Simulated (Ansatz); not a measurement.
Frontier orbitals of CH$_{3}$Cl$_{3}$Sn, SMILES `[CH3][Sn]([Cl])([Cl])[Cl]`.

```xyz
8

C    -0.066   -0.442    1.170
Sn    0.045    0.304   -0.804
Cl    1.444   -0.964   -2.133
Cl   -2.019    0.326   -1.840
Cl    0.846    2.469   -0.868
H    -0.465   -1.455    1.134
H     0.937   -0.444    1.595
H    -0.723    0.206    1.747
```

Total charge 0; spin multiplicity 1. Correlated methods include outer-core shells of Sn, which these sets cover unevenly. Sn takes the def2 core potential. Geometry: relaxed with PBE0-D4/def2-TZVP. Basis def2-TZVPP, Ansatz.

Orbital energies of one run (eV). Highest occupied ones, from the top: -8.12, -8.14, -8.28, -8.28, -8.56, -8.56, -9.67, -10.01, -10.01, -11.54, -11.54, -13.25, -19.12, -20.98. Empty: -2.72, -0.44, -0.44, 0.38, 1.76, 2.18.

(1) Which functional gave them?
A. PBE0
B. BHLYP
C. r2SCANh
D. r2SCAN

Results:

(1) D. HOMO energies: r2SCAN -8.12, r2SCANh -8.59, PBE0 -9.08, BHLYP -10.23 eV.
